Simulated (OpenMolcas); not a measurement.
**Cr2+: effect of the metal basis**

Cr2+ with its 6 nearest fluoride ions at 2.164 Å, on the Ca site of CsCaF3 (a = 4.526 Å, distance in the model lattice 2.263 Å). The rest of the host is ab initio model potentials to 7.6 Å and point charges beyond; the distance is set by hand and nothing relaxes.

| Item | Value |
| --- | --- |
| Program | OpenMolcas |
| Method | SS-CASPT2, IPEA 0.25 Eh, imaginary shift 0.1 Eh (closed shells correlated: 3s 3p and the ligand valence shells) |
| Spin-orbit coupling | state interaction with AMFI integrals over the reference wave functions |

Fixed: ligand basis ANO-RCC-VDZP, active space 4 electrons in 5 orbitals (3d), DKH2 Hamiltonian.

States (labels of O, the rotations of Oh). Energies in cm-1 above the lowest state or level, χT in cm3 K/mol.

| Run | Metal basis | Ground state | First state of that spin | First gap with spin-orbit (degeneracies) | χT at 300 K | First state of another spin | Cost |
| --- | --- | --- | --- | --- | --- | --- | --- |
| A | ANO-RCC-VDZP | 5E | 5T2 8450 | 6 (1, 3) | 2.955 | 2S+1 = 3: 12090 | roughly 4 core-minutes |
| B | ANO-RCC-VTZP | 5E | 5T2 8020 | 6 (1, 3) | 2.954 | 3T1 11550 | roughly 11 core-minutes |

Against A, the first state of the same spin changes by -5.1 % in B.

Costs are those of the CASPT2 steps.

Roots that are degenerate in the reference are averaged as groups; the widest CASPT2 spread within a group is 2300 cm-1 (the 5-fold group of multiplicity 3 near 24600 cm-1 above the lowest state of its run, A). Shifts and gaps below about the spread of the groups concerned are not significant. Over all roots computed the reference weight is 0.73 to 0.74 in A, 0.72 to 0.74 in B; a low but even weight reflects the number of correlated electrons. An orbital doublet at a regular site is open to a Jahn-Teller distortion, which this geometry leaves out. Ligand-to-metal charge-transfer states are missing. These CASPT2 states fit no ligand-field parameters well, so their order and spin gaps are uncertain. With no ligand orbital active B as a rule stays too high, so bands that hang on it stand too high and its fall with covalency is understated. With one d shell and no ligand orbital active, 10Dq can be off by tens of per cent for divalent 3d ions, low with halides held by bare charges and at times high in hosts. Free-ion shares, where given, are those of the reference states; single-state CASPT2 does not remix them. A group larger than the point group allows holds several states that coincide in this model. No measured value stands beside these numbers; the geometry was set by hand and not optimised.

A state without a sure symmetry label is named by its multiplicity alone.
